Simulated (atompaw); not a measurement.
**PBE PAW (atompaw) dataset for Se, scalar-relativistic all-electron reference.**

```
Element                 : Se
Generator               : atompaw 4.2.0.5
Type                    : PAW
Functional              : PBE
Relativity              : scalar-relativistic
Frozen core             : [Ar] 3d10
Valence charge          : 6
Reference configuration : 4s2 4p3.75 (charge +0.25)
Partial waves           : 4s (bound): rc 1.50 bohr; 4s channel at 3.6 Ry: rc 1.50 bohr; 4p (bound): rc 1.50 bohr; 4p channel at 2.15 Ry: rc 1.50 bohr
Local potential         : bessel scheme, radius 1.45 bohr
Core correction         : smooth core density matched at 1.15 bohr
Augmentation charge     : besselshape compensation charge, radius 1.45 bohr; PAW radius 1.50 bohr; waves and projectors: custom polynom gramschmidtortho
```

All-electron outer shells of the reference configuration (PBE, scalar-relativistic, ld1.x):

```json
{"shell": "3d", "level (eV)": "-55.56", "outermost node (bohr)": "–", "outermost maximum (bohr)": "0.45"}
{"shell": "4s", "level (eV)": "-19.54", "outermost node (bohr)": "0.70", "outermost maximum (bohr)": "1.51"}
{"shell": "4p", "level (eV)": "-8.61", "outermost node (bohr)": "0.74", "outermost maximum (bohr)": "1.80"}
```

Task: Does the generator finish with these settings?

Result: Yes, a potential is produced.

Task: Estimate the cutoffs (Ry, on a coarse ladder) from which the occupation-weighted sum of valence levels, in a spherical-Bessel basis at the reference potential, stays within 10 and 1 mRy of its value at 400 Ry.

Result: 25 Ry and 45 Ry.

Task: Does the potential have ghost states?

Result: No extra level below or beside the all-electron valence levels (s, p, d, f tested).

Task: Is the overlap operator S = 1 + Σ q|β⟩⟨β| positive definite (Bessel basis up to 400 Ry)?

Result: Yes: its lowest eigenvalue is 0.17 (s channel).
